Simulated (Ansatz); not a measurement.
System: C2H2BCl2, charge 0, multiplicity 2. It need not be the lowest isomer of its formula. SMILES: [CH]=CB(Cl)Cl
Structure (B3LYP-D3(BJ)/def2-TZVP (Ansatz, an electronic-structure program) minimum search):
```
C
C 1 1.3110
H 2 1.0801 1 138.82
H 1 1.0953 2 118.65 3 0.00
B 1 1.5423 4 117.48 2 -180.00
Cl 5 1.7534 1 122.05 4 -180.00
Cl 5 1.7584 1 119.30 4 0.00
```
Charge 0, spin multiplicity 2.

Parts of the frozen-core correlation energy in 6-31G (Ansatz, hartree). Frozen orbitals: 13; correlated occupied orbitals by spin: 14 and 13; virtual: 30 and 31. Open shells are spin-unrestricted. Spin-orbit coupling is left out. No relativistic terms.

```
term                             value
-------------------------  -----------
reference (HF)             -1020.47918
MP2 opposite-spin             -0.20344
MP2 same-spin                 -0.06826
CCSD correlation              -0.31705
(T)                           -0.01041
T1 diagnostic                    0.032
largest doubles amplitude        0.081
<S^2> of the reference           1.000
```
